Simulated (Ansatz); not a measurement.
Reaction (formal hydrolysis of the As–N bond): `O/C=N/[AsH2]` + H₂O → `O[AsH2]` + `N=CO`

Gas-phase electronic energies from Ansatz, PBE0-D4/def2-TZVP geometries. CCSD(T)/CBS is the MP2 limit (def2-TZVPP, def2-QZVPP) plus CCSD(T) − MP2 in def2-TZVPP, frozen cores. This one scheme is used for every species. For As outer-core shells are correlated without core-valence functions, which leaves a few kJ/mol of doubt a bond. Scalar relativity is left out up to krypton. Each species was taken in one conformer, which may not be the lowest.

| species | HF/def2-SVP energy (Eh) |
| --- | --- |
| `O/C=N/[AsH2]` | -2403.27396 |
| H₂O | -75.96088 |
| `O[AsH2]` | -2310.45292 |
| `N=CO` | -168.78472 |

(1) Work out ΔE.

Largest T1 diagnostic among the species: 0.014.

Answers

(1) ΔE = (-2310.45292) + (-168.78472) − (-2403.27396) − (-75.96088) = -0.00280 Eh = -7.4 kJ/mol. CCSD(T)/CBS gives +4.8 kJ/mol.

At CCSD(T), def2-SVP lies −5.6 kJ/mol from the extrapolated value and def2-TZVPP −1.3 kJ/mol. In def2-TZVPP, CCSD(T) changes the Hartree–Fock value by +12.5 kJ/mol (the triples alone add +2.4 kJ/mol) and MP2 by +18.1 kJ/mol. Leaving LDA and LC-ωPBE aside and taking each functional with its dispersion term where it has one, the values, not all of them listed here, spread over 9.2 kJ/mol, from B97M-V to PBE-QIDH. LDA lies +5.3 kJ/mol from PBE without D4.
